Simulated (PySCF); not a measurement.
**Spinor energies of K⁺ (potassium, charge +1)**

Start: [Ar]. Calculated with PySCF 2.14 in x2c-TZVPall-2c: generalised Hartree-Fock with the X2C-1e Hamiltonian and a Gaussian nucleus; one run each with spin-orbit coupling (SO) switched off, then screened by Boettger's factors.

| spinor shell | electrons | ε, spin-free (eV) | ε, screened SO (eV) | weight of nominal j (screened SO) | rms radius, screened SO (bohr) |
| --- | --- | --- | --- | --- | --- |
| 1s1/2 | 2 | -3655.9 | -3655.8 | 1.000 | 0.0937 |
| 2s1/2 | 2 | -403.22 | -403.21 | 1.000 | 0.418 |
| 2p1/2 | 2 | -319.50 | -321.52 | 1.000 | 0.386 |
| 3s1/2 | 2 | -53.796 | -53.796 | 1.000 | 1.37 |
| 3p1/2 | 2 | -31.845 | -32.048 | 1.000 | 1.55 |
| 3p3/2 | 4 | -31.845 | -31.744 | 1.000 | 1.56 |

**Question.** Where does 2p3/2 lie, and what is the 2p spin-orbit splitting (screened SO)?

**Answer.** At -318.50 eV, 3.015 eV above 2p1/2.

```tsv
quantity	spin-free	screened SO
E (hartree)	-601.30088	-601.30320
M_J	0	0
⟨J²⟩	0.000	0.000
⟨L²⟩	0.000	0.000
⟨S²⟩	0.000	0.000
```

Without spin-orbit coupling the j labels of p, d and f shells carry no meaning; the spin-free column gives the mean over the occupied spinors of each nl shell.
